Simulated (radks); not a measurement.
Task: The argon ion Ar+, 17 electrons, occupied as [Ne] 3s2 3p5. All-electron calculation, Dirac Kohn-Sham, PBEsol, spin-unpolarised, spherical densities, finite nucleus; open shells are shared between the two j in proportion to 2j + 1; Fermi nuclear charge, rms radius 3.4274 fm. Program: a radial shooting solver on a logarithmic mesh with Libxc functionals. Some entries of the table are withheld. Estimate them.

orbital     occ.  eigenvalue (hartree)  r(max) (bohr)  <r^2> (bohr^2)
1s1/2          2             -115.0026            (1)        0.009907
2s1/2          2             -11.40266         0.3390          0.2038
2p1/2          2                   (2)         0.2796          0.1751
2p3/2          4                   (3)         0.2815          0.1772
3s1/2          2              -1.34483          1.164           2.169
3p1/2    1.66667              -0.81585            (4)           2.834
3p3/2    3.33333              -0.80852            (5)           2.863

Result: 
(1) 1s1/2 r(max) (bohr): 0.05611
(2) 2p1/2 eigenvalue (hartree): -9.00405
(3) 2p3/2 eigenvalue (hartree): -8.92203
(4) 3p1/2 r(max) (bohr): 1.257
(5) 3p3/2 r(max) (bohr): 1.264
